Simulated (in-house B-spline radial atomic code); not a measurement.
Excitations of Nb²⁹⁺ by several methods

Full response, energies in eV; labels give the largest channel, * marks a mixed state, a dash one above the method's threshold, and an imaginary frequency an unstable closed-shell reference. Computed with a B-spline radial code for spherical atoms: linear response of the closed shell [Ne] 3s2 with each method's own kernel (bare exchange for TDHF, static screening on G0W0 levels for BSE, the adiabatic kernel for functionals); non-relativistic, point nucleus, no spin-orbit coupling, no double excitations, S, P, D and F terms only.

Without relativity these are model numbers for so heavy an element.

```
        method  3s → 3p 3P  3s → 3p 1P  3s → 3d 3D  α (bohr³)
          TDHF       49.97       77.68      152.03    0.05666
           PBE           ?           ?           ?          ?
     CAM-B3LYP           ?           ?           ?          ?
        PBEsol       53.04       78.32      148.23    0.05396
          BLYP       51.89       78.69      147.20    0.05343
BSE on G0W0@HF       53.83       79.58      157.68    0.05261
```

What does PBE give?

3s → 3p 3P: 53.47; 3s → 3p 1P: 78.69; 3s → 3d 3D: 148.29; α: 0.05363 (eV, bohr³).

What does CAM-B3LYP give?

3s → 3p 3P: 51.85; 3s → 3p 1P: 78.52; 3s → 3d 3D: 148.44; α: 0.05397 (eV, bohr³).
